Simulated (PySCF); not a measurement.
# Input and output

Ba2OCl2 (singlet). PySCF 2.14.0, RKS TPSS, Ba x2c-SVPall, O x2c-SVPall, Cl x2c-SVPall; spin-free X2C-1e, Gaussian nucleus; density fitting; no spin-orbit coupling. Purpose: basis and core treatment x2c-SVP.

```python
mol = gto.M(atom='''
Ba    -0.26098     0.83804     2.21683
Ba    -0.26098     0.83804    -2.21683
O     -0.37507     1.20439    -0.00000
Cl     0.52349    -1.68100     3.09976
Cl     0.52349    -1.68100    -3.09976''',
    basis={'Ba': 'x2c-SVPall', 'O': 'x2c-SVPall', 'Cl': 'x2c-SVPall'},
    nucmod='G',
    charge=0, spin=0)
mf = dft.RKS(mol, xc='TPSS')
mf.grids.atom_grid = (99, 590)
mf = mf.density_fit()  # fitting sets: Ba AutoAux, O AutoAux, Cl AutoAux
mf = mf.sfx2c1e()
mf.conv_tol = 1e-08; mf.max_cycle = 55
mf.kernel(dm0)  # dm0: free metal ions and neutral atoms
mf.nuc_grad_method().kernel()
```

Run from Python with OMP_NUM_THREADS=2; the lines above give its settings. Where DIIS fails, smearing, a level shift and second-order steps follow.
It took 2.1 min on 2 threads of Intel(R) Xeon(R) Platinum 8259CL CPU @ 2.50GHz (Skylake/Cascade Lake) (shared host).

Where do the frontier levels lie, over both spins?

HOMO -4.96 eV, LUMO -1.96 eV. 

What does the SCF print?


```
init E= -17318.2693548694
cycle= 1 E= -17243.6626743036  delta_E= 74.6  |g|= 6.87  |ddm|= 9.92
cycle= 2 E= -17117.7138880333  delta_E=  126  |g|= 9.36  |ddm|=   27
cycle= 3 E= -17215.7572077522  delta_E=  -98  |g|= 7.79  |ddm|= 26.7
cycle= 4 E= -17265.7855987984  delta_E=  -50  |g|= 2.01  |ddm|= 9.17
...
cycle= 16 E= -17266.6560012744  delta_E= -1.88e-07  |g|= 5.9e-05  |ddm|= 0.00149
cycle= 17 E= -17266.656001275  delta_E= -5.38e-10  |g|= 3.02e-05  |ddm|= 8.6e-05
Extra cycle  E= -17266.6560012732  delta_E= 1.82e-09  |g|= 9.69e-05  |ddm|= 0.000111
converged SCF energy = -17266.6560012732
```

What are the Mulliken charges and spins?


```tsv
atom	charge (e)	spin (e)
Ba1	0.899	0.000
Ba2	0.899	0.000
O3	-0.799	0.000
Cl4	-0.499	0.000
Cl5	-0.499	0.000
```

What forces act on the atoms (eV/Å)?


```
Ba   0.04 -0.14 -0.22
Ba   0.04 -0.14  0.22
O    0.03 -0.11  0.00
Cl  -0.06  0.20 -0.05
Cl  -0.06  0.20  0.05
```
Forces carry noise of the integration grid, about 0.01 to 0.03 eV/Å.
